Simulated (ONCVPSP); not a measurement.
**LDA (Perdew-Wang 92) ONCV dataset for H, scalar-relativistic all-electron reference.**

H, optimised norm-conserving Vanderbilt (ONCV), made with ONCVPSP 4.0.1 (LDA (Perdew-Wang 92), scalar-relativistic). Core none, reference 1s1. Waves: 1s: rc 1.55 bohr, ncon 3, nbas 6, qcut 9.4 1/bohr, 1 projector. Local part: polynomial inside 1.50 bohr (lpopt 1, dvloc0 4 Ha). Core correction: none.

All-electron outer shells of the reference configuration (LDA (PZ), scalar-relativistic, ld1.x):

| shell | level (eV) | outermost node (bohr) | outermost maximum (bohr) |
| --- | --- | --- | --- |
| 1s | -6.36 | – | 1.05 |

What the tests gave:

```
Cutoffs needed : 14 Ha and 20 Ha (the cutoffs (Ha) at which the residual kinetic energy of the hardest occupied pseudo-wave falls to 1 and 0.1 mHa per electron)
Ghost test     : no bound ghost flagged; no localised positive-energy state flagged
```

Generation and tests took about 0.38 s on one core of a shared server CPU.
